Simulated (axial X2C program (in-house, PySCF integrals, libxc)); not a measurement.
# Nuclear properties of SnN⁺

Computed with an in-house all-electron X2C program for linear molecules (integrals from PySCF): two-component X2C with atomic mean-field Coulomb and Gaunt terms, Gaussian nuclei, basis Sn dyall-cv3z, N dyall-av3z with contracted cores.

R = 2.115 Å (near the PBE0 minimum at charge 1 of the determinant lowest at the starting distance; the state shown can have its own minimum elsewhere).

Determinant lowest in the PBE0 search, Ω = 1 (⟨Sz⟩ = 1.00, ⟨Lz⟩ = 0.00 at PBE0), spin on the atoms Sn 0.04, N 0.96:

```json
{"level": "PBE0", "Eeff magnitude (GV/cm)": "0.36", "Ws magnitude Sn (kHz)": "0.295", "A∥/gI Sn (MHz)": "-93.4", "qzz Sn (a.u.)": "-8.81", "A∥/gI N (MHz)": "-107", "qzz N (a.u.)": "-1.09"}
{"level": "HF", "Eeff magnitude (GV/cm)": "2.89", "Ws magnitude Sn (kHz)": "1.62", "A∥/gI Sn (MHz)": "-175", "qzz Sn (a.u.)": "-9.49", "A∥/gI N (MHz)": "-49", "qzz N (a.u.)": "-0.80"}
{"level": "r2SCAN", "Eeff magnitude (GV/cm)": "0.359", "Ws magnitude Sn (kHz)": "0.282", "A∥/gI Sn (MHz)": "-120", "qzz Sn (a.u.)": "-8.83", "A∥/gI N (MHz)": "-71.9", "qzz N (a.u.)": "-1.13"}
{"level": "PBE", "Eeff magnitude (GV/cm)": "0.295", "Ws magnitude Sn (kHz)": "0.267", "A∥/gI Sn (MHz)": "-108", "qzz Sn (a.u.)": "-8.35", "A∥/gI N (MHz)": "-113", "qzz N (a.u.)": "-1.21"}
{"level": "LDA", "Eeff magnitude (GV/cm)": "0.474", "Ws magnitude Sn (kHz)": "0.375", "A∥/gI Sn (MHz)": "-156", "qzz Sn (a.u.)": "-8.50", "A∥/gI N (MHz)": "-126", "qzz N (a.u.)": "-1.20"}
```

Eeff is the effective electric field on the electron electric dipole moment in this Ω state and Ws the scalar–pseudoscalar constant of the nucleus named (defined with the proton number Z and per Ω); A∥ (defined per Ω) follows by multiplying with gI = μI/(I μN); qzz is the electric field gradient, eQq0 = 234.96 MHz × Q/barn × qzz. The operators were transformed with the bare-nucleus X2C matrices; with these basis sets, hyperfine constants and field gradients can be off by tens of per cent, and where levels differ in sign neither size nor sign is settled.

Question: With gI(119Sn) = -2.0946, Q(14N) = 0.02044 barn (g factors from the IAEA table of nuclear moments by Stone; Q from Pyykkö, Mol. Phys. 2018), turn the PBE0 values of the first state into constants in MHz.

Answer: A∥(119Sn) = -93.4 × -2.0946 = 196 MHz; eQq0(14N) = 234.96 × (0.02044) × (-1.09) = -5.23 MHz.

Each state is one determinant with collinear spin, which with several unpaired electrons need not be a pure state. Unrestricted Hartree–Fock can overshoot spin polarisation at the nuclei. In the state Ω = 1 the sign of Eeff differs between levels (HF against PBE0). With several open shells hyperfine constants can be off by a factor of several. Where Eeff spreads by more than a factor of two the levels disagree and none is to be relied on. Open-shell Ω = 0 determinants with evenly filled partner blocks cannot be reached by this program, so the Ω shown need not be the lowest component. The search compared states at one distance, so a state with another bond length can lie lower. The sign of Ws at Sn differs between levels in the first state. Further determinants of the search, some of them spin-mixed, are not shown. Where a field gradient or hyperfine factor spreads by more than a factor of two over the levels, a constant derived from it is not to be relied on.
